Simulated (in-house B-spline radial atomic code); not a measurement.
## RPA and G0W0 on LDA VWN5: La6+

Configuration [Kr] 4d10 5s2 5p3, highest spin, mean-field start LDA VWN5. Computed with a B-spline radial code for spherical atoms: all electrons, scalar-relativistic (spin-free one-electron X2C), finite nucleus, each spin shell either full or empty, empty states to l = 9 with an (l + 1/2)⁻⁴ tail; G0W0 by contour deformation at full frequency.

Spin-orbit coupling, left out, splits p levels strongly here.

Command:
```bash
python run_gw.py task.json out
```
Settings (radii: box in bohr, nucleus in fm):
```
Z                        57
electrons                51
configuration            [Kr] 4d10 5s2 5p3
hamiltonian              x2c
method                   lda,vwn
lmax                     9
rms_radius               4.855
spin_polarised           True
box_radius               9.29
intervals                66
```

Time taken, with all properties: 3.3 s on 1 thread of Intel(R) Xeon(R) 6975P-C (shared host).

Energies (hartree):

| term | value |
| --- | --- |
| mean-field total | -8477.06142 |
| Hartree-Fock functional on these orbitals | -8481.27295 |
| direct second order | -4.7543 |
| second-order exchange | 1.2989 |
| SOSEX correction | 1.2139 |

(1) What is the RPA correlation energy, and what remains with SOSEX?

Quasi-particle levels (eV):

```tsv
level	occupied	mean field	Σx - vxc	Σc	QP weight	G0W0
5p up	yes	-84.62	-6.26	?	?	?
5s down	yes	-100.41	-2.92	-3.29	0.957	-106.62
4d down	yes	-172.07	-14.59	1.93	0.887	-184.73
5p down	no	-81.63	9.17	-3.25	0.923	-75.71
```

G0W0 = mean field + (Σx - vxc) + Σc, with Σc (partial-wave tail included) taken at the quasi-particle energy. Only the outer levels were computed. Levels of low weight are left out.

(2) Where does G0W0 put 5p up?

Results:

(1) RPA gives -4.1849 hartree (-2.23 eV per electron); RPA + SOSEX gives -2.971, and the second-order doubles -3.4554 hartree (no singles). SOSEX takes back 29 % of the RPA value.

(2) At -91.54 eV, with Σc = -0.66 eV and a quasi-particle weight of 0.921. The tabulated removal energy is 88 ± 2 eV (NIST, tabulated theory); the calculation leaves out spin-orbit coupling, Breit and QED terms, and what these don't explain is the method's own error.
